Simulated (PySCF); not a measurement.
Stick spectrum of a doublet radical in fast tumbling, microwave frequency 9.398 GHz, simulated to first order from computed parameters.

```
field (mT)  relative intensity
    326.78                   1
    327.94                   1
    329.10                   1
    330.36                   1
    331.53                   1
    331.78                   1
    332.33                   1
    332.69                   1
    332.94                   1
    333.50                   1
    334.11                   1
    334.66                   1
    335.37                   1
    335.92                   1
    336.53                   1
    337.08                   1
    337.34                   1
    337.70                   1
    338.25                   1
    338.50                   1
    339.67                   1
    340.92                   1
    342.09                   1
    343.25                   1
```

Question: What is g?

Answer: The pattern is symmetric about 335.01 mT, so g = hν/(μB·B0) = 9398/(13.99624 × 335.01) = 2.0043, a shift of +2.0 × 10⁻³ from the free-electron value.

Question: Which couplings and how many nuclei make this pattern?

Answer: The first two lines at either end are about 1.16 mT apart, which is the smallest coupling, and their intensity ratio 1:1 counts the nuclei that share it. In full: a 1:1 doublet of 5.56 mT (156 MHz), from 1 nucleus of spin 1/2; a 1:1 doublet of 5.00 mT (140 MHz), from 1 nucleus of spin 1/2; a 1:1 doublet of 3.59 mT (101 MHz), from 1 nucleus of spin 1/2; a 1:1:1 triplet of 1.16 mT (33 MHz), from 1 nucleus of spin 1. Check: Σ 2nI·a is the distance from the first to the last line, 16.48 mT.

Question: The radical has the formula C6H7N2. Propose a structure, and say which nuclei carry the couplings.

Answer: The pattern alone needn't single out one isomer; the structure behind this simulation is `[H]/N=C1/C[N][C@H]1C#CC` [radical], numbered [H]/[N:8]=[C:7]1\[C@H:4]([C:3]#[C:2][CH3:1])[N:5][CH2:6]1 (hydrogens: H9, H10, H11 on C1; H12 on C4; H13, H14 on C6; H15 on N8). 5.56 mT: 1H at H12 (2 bonds from N5; computed sign +); 5.00 mT: 1H at H14 (2 bonds from N5; computed sign +); 3.59 mT: 1H at H13 (2 bonds from N5; computed sign +); 1.16 mT: 14N at N5 (largest spin population; computed sign +). Largest spin populations (Mulliken): N5 (+0.92), H12 (+0.07), C6 (-0.07) and H14 (+0.06). No atom but N5 exceeds +0.15.

The calculation used UKS B3LYP, pcH-1 on C H N, non-relativistic, mean-field spin-orbit, GIAO in PySCF 2.14.0. The structure is a single GFN2-xTB conformer in the gas phase; no vibrational or solvent corrections. The geometry wasn't refined by DFT: couplings that depend on bond lengths, twists or pyramidal angles can differ widely from those at the functional's own minimum. No stability test was run, so a lower SCF solution isn't excluded.

Rare isotopes and splittings under 0.04 mT were left out of the simulation.
